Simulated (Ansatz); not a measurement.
**Molecular dynamics of F$_{2}$H$_{7}$NSi**

The input (input.yaml):

```yaml
crystal:
  periodic: [false, false, false]
  atoms:
    - { symbol: Si, position_ang: [-0.345513, -0.718661, 0.099611] }
    - { symbol: H, position_ang: [1.258072, -0.44525, 0.63631] }
    - { symbol: H, position_ang: [-0.279348, -1.643187, -1.062938] }
    - { symbol: H, position_ang: [-0.377555, -1.624374, 1.309854] }
    - { symbol: "N", position_ang: [-1.647189, 0.320536, 0.511358] }
    - { symbol: H, position_ang: [1.242666, 0.968219, -1.098958] }
    - { symbol: F, position_ang: [0.118303, 0.687839, -1.224315] }
    - { symbol: H, position_ang: [1.786505, 0.131739, 0.125211] }
    - { symbol: F, position_ang: [2.280915, 0.960218, -0.669451] }
    - { symbol: H, position_ang: [-2.151825, 0.205908, 1.382277] }
    - { symbol: H, position_ang: [-1.885031, 1.156913, -0.008961] }
basis:
  gaussian: { orbitals: cc-pVDZ }
hamiltonian:
  xc: b3lyp
md:
  timestep: 0.5
  n_steps: 200
  ensemble: nve
  temperature: 100.0
  initial_velocities: maxwell_boltzmann
  seed: 4328
```

Launched with:

```bash
$ ansatz run input.yaml --threads 2 --pin off --max-ram 3072MiB --backend cpu --events-out ev --progress --plain --runs-dir out
```

It starts at the highest image of a converged band. Of that band: Neighbouring images differ by up to 1.7 eV, so the band resolves the path poorly. A vibrational analysis at the climbing image gives one clearly imaginary mode, 1024i cm⁻¹: a first-order saddle point.

Output, in part (one step line in 7, the closing report, with atoms numbered from 0):

```
md step     0: t =     0.00 fs  T =   100.0 K  F+E_penalty+E_count = -14915.84955194 eV  E_kin = 0.116334 eV  conserved = -14915.73321794 eV  (25 SCF iters)
md step     7: t =     3.50 fs  T =    79.2 K  F+E_penalty+E_count = -14915.82518078 eV  E_kin = 0.092160 eV  conserved = -14915.73302081 eV  (29 SCF iters)
md step    14: t =     7.00 fs  T =    98.8 K  F+E_penalty+E_count = -14915.84802888 eV  E_kin = 0.114956 eV  conserved = -14915.73307316 eV  (24 SCF iters)
md step    21: t =    10.50 fs  T =   143.4 K  F+E_penalty+E_count = -14915.90013716 eV  E_kin = 0.166811 eV  conserved = -14915.73332578 eV  (25 SCF iters)
md step    28: t =    14.00 fs  T =   167.9 K  F+E_penalty+E_count = -14915.92833714 eV  E_kin = 0.195286 eV  conserved = -14915.73305123 eV  (25 SCF iters)
md step    35: t =    17.50 fs  T =   259.3 K  F+E_penalty+E_count = -14916.03499504 eV  E_kin = 0.301693 eV  conserved = -14915.73330186 eV  (26 SCF iters)
md step    42: t =    21.00 fs  T =   377.3 K  F+E_penalty+E_count = -14916.17242119 eV  E_kin = 0.438895 eV  conserved = -14915.73352574 eV  (25 SCF iters)
md step    49: t =    24.50 fs  T =   430.4 K  F+E_penalty+E_count = -14916.23352440 eV  E_kin = 0.500754 eV  conserved = -14915.73277035 eV  (29 SCF iters)
md step    56: t =    28.00 fs  T =   527.0 K  F+E_penalty+E_count = -14916.34654142 eV  E_kin = 0.613031 eV  conserved = -14915.73351022 eV  (28 SCF iters)
md step    63: t =    31.50 fs  T =   584.3 K  F+E_penalty+E_count = -14916.41346984 eV  E_kin = 0.679724 eV  conserved = -14915.73374583 eV  (25 SCF iters)
md step    70: t =    35.00 fs  T =   611.5 K  F+E_penalty+E_count = -14916.44428644 eV  E_kin = 0.711345 eV  conserved = -14915.73294188 eV  (26 SCF iters)
md step    77: t =    38.50 fs  T =   662.1 K  F+E_penalty+E_count = -14916.50321418 eV  E_kin = 0.770297 eV  conserved = -14915.73291669 eV  (28 SCF iters)
md step    84: t =    42.00 fs  T =   721.7 K  F+E_penalty+E_count = -14916.57399300 eV  E_kin = 0.839568 eV  conserved = -14915.73442546 eV  (27 SCF iters)
md step    91: t =    45.50 fs  T =   758.1 K  F+E_penalty+E_count = -14916.61665092 eV  E_kin = 0.881937 eV  conserved = -14915.73471441 eV  (27 SCF iters)
md step    98: t =    49.00 fs  T =   700.9 K  F+E_penalty+E_count = -14916.54823639 eV  E_kin = 0.815433 eV  conserved = -14915.73280381 eV  (24 SCF iters)
md step   105: t =    52.50 fs  T =   701.4 K  F+E_penalty+E_count = -14916.54816753 eV  E_kin = 0.815955 eV  conserved = -14915.73221229 eV  (26 SCF iters)
md step   112: t =    56.00 fs  T =   726.6 K  F+E_penalty+E_count = -14916.57852528 eV  E_kin = 0.845305 eV  conserved = -14915.73321996 eV  (25 SCF iters)
md step   119: t =    59.50 fs  T =   748.5 K  F+E_penalty+E_count = -14916.60532851 eV  E_kin = 0.870766 eV  conserved = -14915.73456271 eV  (26 SCF iters)
md step   126: t =    63.00 fs  T =   756.1 K  F+E_penalty+E_count = -14916.61430446 eV  E_kin = 0.879590 eV  conserved = -14915.73471480 eV  (25 SCF iters)
md step   133: t =    66.50 fs  T =   671.5 K  F+E_penalty+E_count = -14916.51382530 eV  E_kin = 0.781192 eV  conserved = -14915.73263331 eV  (25 SCF iters)
md step   140: t =    70.00 fs  T =   658.6 K  F+E_penalty+E_count = -14916.49850389 eV  E_kin = 0.766207 eV  conserved = -14915.73229691 eV  (25 SCF iters)
md step   147: t =    73.50 fs  T =   640.4 K  F+E_penalty+E_count = -14916.47810794 eV  E_kin = 0.745017 eV  conserved = -14915.73309066 eV  (25 SCF iters)
md step   154: t =    77.00 fs  T =   674.2 K  F+E_penalty+E_count = -14916.51913177 eV  E_kin = 0.784358 eV  conserved = -14915.73477423 eV  (25 SCF iters)
md step   161: t =    80.50 fs  T =   676.6 K  F+E_penalty+E_count = -14916.52197053 eV  E_kin = 0.787091 eV  conserved = -14915.73487919 eV  (25 SCF iters)
md step   168: t =    84.00 fs  T =   613.6 K  F+E_penalty+E_count = -14916.44666775 eV  E_kin = 0.713807 eV  conserved = -14915.73286121 eV  (26 SCF iters)
md step   175: t =    87.50 fs  T =   595.9 K  F+E_penalty+E_count = -14916.42539168 eV  E_kin = 0.693220 eV  conserved = -14915.73217129 eV  (25 SCF iters)
md step   182: t =    91.00 fs  T =   553.1 K  F+E_penalty+E_count = -14916.37627979 eV  E_kin = 0.643495 eV  conserved = -14915.73278447 eV  (26 SCF iters)
md step   189: t =    94.50 fs  T =   578.4 K  F+E_penalty+E_count = -14916.40772248 eV  E_kin = 0.672920 eV  conserved = -14915.73480241 eV  (25 SCF iters)
md step   196: t =    98.00 fs  T =   558.1 K  F+E_penalty+E_count = -14916.38403939 eV  E_kin = 0.649239 eV  conserved = -14915.73480033 eV  (25 SCF iters)
md step   200: t =   100.00 fs  T =   483.9 K  F+E_penalty+E_count = -14916.29537030 eV  E_kin = 0.562954 eV  conserved = -14915.73241597 eV  (25 SCF iters)
Total energy: -14916.29562312 eV, -548.1637535212 hartree
Atom 0 at    -0.636575    -1.355248     0.769975 Å, force    -0.540600     0.064702     0.231183 eV/Å
Atom 1 at     0.793676    -1.081435     0.617009 Å, force     1.038369    -0.073889    -0.069631 eV/Å
Atom 2 at    -1.014090    -2.441234    -0.173222 Å, force    -0.069427     0.036430    -0.177734 eV/Å
Atom 3 at    -0.840086    -1.888500     2.160018 Å, force    -0.058377     0.220733    -0.073383 eV/Å
Atom 4 at    -1.551317     0.114690     0.457373 Å, force    -0.094524    -0.189756    -0.029528 eV/Å
Atom 5 at     0.927741     1.629574    -1.837168 Å, force    -0.232132    -0.044932    -0.062376 eV/Å
Atom 6 at     0.086217     1.697915    -2.251871 Å, force     0.387109    -0.130685     0.351135 eV/Å
Atom 7 at     2.520032     0.338546     0.027907 Å, force     0.284375     1.864838    -1.608411 eV/Å
Atom 8 at     2.667245     1.088997    -0.595341 Å, force    -0.621382    -1.860161     1.454605 eV/Å
Atom 9 at    -1.258605     0.899521     1.039690 Å, force    -0.078830     0.026288     0.103779 eV/Å
Atom 10 at    -1.434441     0.425854    -0.508835 Å, force    -0.014581     0.086433    -0.119639 eV/Å
Dipole moment:     0.373078    -0.115222     0.340028 e Å
```

All steps were run. The conserved energy stayed within 0.15 meV per atom of its start (net change 0.073 meV per atom), so the integration is sound. The system heated up, since it started high on the potential surface and ran downhill. A run of 0.1 ps of so small a system gives no equilibrium averages. The orbitals stay closed-shell, which can raise the energy where a bond breaks towards radicals; this wasn't checked here.

The step under study would form Si1–F7, H6–F9, H2–H8 and break Si1–H2, H6–F7, H8–F9. These pairs go: Si1–F7 1.99 → 4.36 Å, H6–F9 1.12 → 2.20 Å, H2–H8 0.93 → 2.31 Å, Si1–H2 1.71 → 1.46 Å, H6–F7 1.17 → 0.94 Å, H8–F9 1.25 → 0.99 Å. In the last frame they stand as before the step (other bonds may differ from the relaxed reactants and products). It ends as FH + FH + H5NSi. Pairs count as bonded within 1.25 times the sum of covalent radii (0.12 Å more for H–H).

Last frame:

```xyz
11
Properties=species:S:1:pos:R:3
Si -0.637 -1.355 0.770
H 0.794 -1.081 0.617
H -1.014 -2.441 -0.173
H -0.840 -1.889 2.160
N -1.551 0.115 0.457
H 0.928 1.630 -1.837
F 0.086 1.698 -2.252
H 2.520 0.339 0.028
F 2.667 1.089 -0.595
H -1.259 0.899 1.040
H -1.434 0.426 -0.509
```

Run time: 4.1 min on 2 threads of AMD EPYC 9R14 (Zen 4), with other jobs on the host, peak memory 0.23 GiB.
